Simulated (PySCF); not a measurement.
# A search over the determinants of InO

Unrestricted PBE0; PySCF, scalar-relativistic core potentials, basis sets In def2-TZVPPD with ECP28, O def2-TZVPPD. Outer shells of the fragments: In 4d10 5s2 5p1; O 2s2 2p4.

Followed along the bond (rough minima from three points):

| 2Ms+1 | unpaired | ⟨S²⟩ at the start | R at minimum (Å) | Te (eV) |
| --- | --- | --- | --- | --- |
| 2 | π ↑ | 0.75 | 2.09 | 0.00 |
| 2 | σ ↑ | 0.77 | 1.93 | 0.03 |
| 4 | σ ↑, π ↑↑ | 3.76 | 2.13 | 3.01 |

Solutions found at the starting distance of 1.990 Å, counted from the lowest of them; the search is not exhaustive and high or unbound solutions are not listed, so other states can lie among these:

```tsv
2Ms+1	unpaired	term	E (eV)	⟨S²⟩	⟨Lz²⟩	μ (D)
2	σ ↑	²Σ⁺	0.00	0.77	0.00	-4.46
2	π ↑	²Π	0.01	0.75	1.01	-2.35
4	σ ↑, π ↑↑	mixed	3.03	3.76	2.01	-1.52
4	σ ↑, π ↑↑	mixed	3.19	3.76	2.01	-1.40
2	σ ↑, π ↑↓	mixed	3.65	1.77	2.01	-0.89
4	σ ↑↑, π ↑	⁴Π	5.01	3.76	1.01	-0.36
4	π ↑↑↑	⁴Π	5.13	3.76	1.01	2.71
4	σ ↑↑, π ↑	⁴Π	5.31	3.76	1.00	-3.13
4	σ ↑, π ↑, δ ↑	mixed	7.14	3.77	5.01	-1.16
```

A term symbol is given only where ⟨S²⟩ and ⟨Lz²⟩ are close to those of a pure state; real π, δ and φ orbitals otherwise mix terms. A positive dipole means In(−)O(+).

Spin–orbit coupling is left out. Counting both spins, an empty level lies below a filled one in some of these solutions, because spin and occupation are held.
